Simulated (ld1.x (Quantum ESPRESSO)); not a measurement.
**PBE ultrasoft dataset for phosphorus, scalar-relativistic all-electron reference.**

| Item | Value |
| --- | --- |
| Element | phosphorus |
| Generator | ld1.x (Quantum ESPRESSO) 7.5 |
| Type | ultrasoft |
| Functional | PBE |
| Relativity | scalar-relativistic |
| Frozen core | [Ne] |
| Valence charge | 5 |
| Reference configuration | 3s2 3p2.5 (charge +0.5) |
| Partial waves | 3s (bound): rcut 0.95, rcutus 1.30 bohr; 3s channel at -0.3 Ry: rcut 0.95, rcutus 1.30 bohr; 3p (bound): rcut 1.18, rcutus 1.26 bohr; 3p channel at 2.2 Ry: rcut 1.18, rcutus 1.26 bohr |
| Local potential | all-electron potential smoothed inside 1.00 bohr (lloc = -1) |
| Core correction | none |
| Augmentation charge | built from norm-conserving waves at rcut, not smoothed further |

All-electron outer shells of the reference configuration (PBE, scalar-relativistic, ld1.x):

| shell | level (eV) | outermost node (bohr) | outermost maximum (bohr) |
| --- | --- | --- | --- |
| 3s | -18.43 | 0.65 | 1.56 |
| 3p | -9.67 | 0.64 | 1.79 |

Results:

* Cutoffs needed: 45 Ry and 55 Ry (the cutoffs (Ry, on a coarse ladder) from which the occupation-weighted sum of valence levels, in a spherical-Bessel basis at the reference potential, stays within 10 and 1 mRy of its value at 400 Ry)
* Ghost test: ghost states, extra bound levels that the all-electron valence spectrum of the same l lacks: p at -102.6 eV, s at -68.7 eV; a true bound ghost makes a file unfit for plane-wave use (spherical-Bessel basis up to 400 Ry, 20 bohr box)
* Largest excitation error: +68 meV (all-electron minus pseudo) for 3s1 3p0, out of 7 test configurations
* Lowest eigenvalue of the overlap operator: 0.37 (p channel)

Generation and tests took about 0.89 s on one core of a shared server CPU.
